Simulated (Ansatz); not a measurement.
Job for Ansatz (an electronic-structure program): R-CCSD(T)/aug-cc-pVTZ on H5N (a complex), monomers drawn apart or pushed together.

Ansatz 0.2 input:
```yaml
crystal:
  periodic: [false, false, false]
  atoms:
    - {symbol: N, position_ang: [0.01522322, -0.00224475, -0.13802728]}
    - {symbol: H, position_ang: [-0.71300871, 0.61806576, -0.47296942]}
    - {symbol: H, position_ang: [0.89789972, 0.34402507, -0.49617708]}
    - {symbol: H, position_ang: [-0.14559084, -0.91232292, -0.55419199]}
    - {symbol: H, position_ang: [0.02195474, -0.18409936, 2.86422943]}
    - {symbol: H, position_ang: [0.02232320, -0.23297934, 3.61061469]}
basis:
  gaussian:
    orbitals: aug-cc-pVTZ
magnetization: {spin_polarized: false}
correlation: {method: ccsd_t, electrons: outside_noble_gas}
scf: {lower_state_search: off}
```

Question: Predict the final total energy.

Answer: -57.6543 hartree (reference determinant -57.3537, T1 diagnostic 0.008).

Question: How many basis functions does it have, and what does it roughly cost on one machine?

Answer: 161 functions; roughly 11 core-seconds.
